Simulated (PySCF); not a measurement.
F2HS, SMILES F[SH+]F, charge +1. Atoms are numbered in the order given.

```xyz
4

F     -0.0312    -0.4721    -1.1812
S      0.1092     0.4735     0.0000
F     -0.0312    -0.4721     1.1812
H     -1.1856     0.9216     0.0000
```
Charge +1, spin multiplicity 1.

The structure is a stationary point at PBE0-D3(BJ)/def2-TZVP. The isomer is the one that the SMILES or the coordinates give; other isomers of the formula were not compared.

Calculation: B3LYP/pcJ-1 in PySCF.

Isotropic couplings with Fermi-contact, spin-dipole and both spin-orbit terms, one fixed conformer, no vibrational averaging. Isotopes: 19F, 1H.

### Question
Estimate the spin–spin coupling constants. (Estimate from the structure and the level; the computed values follow.)

### Answer

```tsv
pair	bonds apart	J (Hz)
F1–F3	2	785.3
F1–H4	2	42.1
F3–H4	2	42.1
```
